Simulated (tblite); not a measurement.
Compound: C2HFO4Si.
InChI=1S/C2HFO4Si/c3-8-6-1(4)2(5)7-8/h8H

Computed values, GFN2-xTB/tblite, gas phase, harmonic and unscaled. Against measured fundamentals such values can be off by several per cent, at times by over 20. Modes of hydrogen on silicon can be 10 to 20 % off.

Harmonic wavenumbers (cm⁻¹): 100.2, 106.2, 197.8, 285.0, 325.9, 431.0, 487.5, 509.3, 552.5, 610.2, 655.0, 720.1, 771.2, 877.4, 886.7, 967.9, 1003.0, 1169.4, 1817.4, 1868.3, 2560.1.

A = 3314, B = 1530, C = 1148 MHz; mass 135.963 u (most abundant isotopes); point group Cs, symmetry number 1.

**Question.** Zero-point energy?

**Answer.** ½Σν̃ = 8451 cm⁻¹ = 101.09 kJ/mol.

**Question.** Give the ideal-gas entropy at 400 K and 1 bar in the rigid-rotor, harmonic-oscillator model (classical rotation).

**Answer.** Translation 176.23, rotation 122.50, vibration 95.45: S = 394.2 J/(mol K).

**Question.** And Cp and H(400 K) − H(0)?

**Answer.** Cp = 136.16 J/(mol K), of which vibrations give 102.90 (their classical limit is 21 R = 174.6); H(400 K) − H(0) = 34.50 kJ/mol without the zero-point energy, 21.20 from vibrations.

**Question.** Which modes carry the vibrational entropy at 400 K?

**Answer.** 100.2 cm⁻¹: 16.84; 106.2 cm⁻¹: 16.37; 197.8 cm⁻¹: 11.32; 285.0 cm⁻¹: 8.46; 325.9 cm⁻¹: 7.45; 431.0 cm⁻¹: 5.45 J/(mol K); the other 15 give 29.55 together.

**Question.** Blend soft modes into free rotors: weight 1/[1 + (100 cm⁻¹/ν̃)⁴] for the oscillator and the rest for a rotor with moment μB/(μ + B), μ = h/(8π²ν), B = 10⁻⁴⁴ kg m². What vibrational entropy results?

**Answer.** 92.06 J/(mol K) in place of 95.45, which changes −T·S at 400 K by +1.35 kJ/mol.

**Question.** How do the functions run with temperature in this model?

**Answer.** 
```tsv
T (K)	S (J/(mol K))	Cp (J/(mol K))	H − H(0) (kJ/mol)	G − H(0) (kJ/mol)	ln q(vib)
100	267.5	57.4	4.31	-22.44	0.60
200	316.7	88.3	11.58	-51.75	1.97
300	357.9	115.8	21.84	-85.53	3.51
500	426.2	150.7	48.89	-164.22	6.68
800	503.3	175.9	98.39	-304.26	11.04
1000	543.6	184.8	134.52	-409.06	13.60
```

q(vib) and H(0) count from the zero-point level.

Hindered rotation and anharmonicity are outside this model.
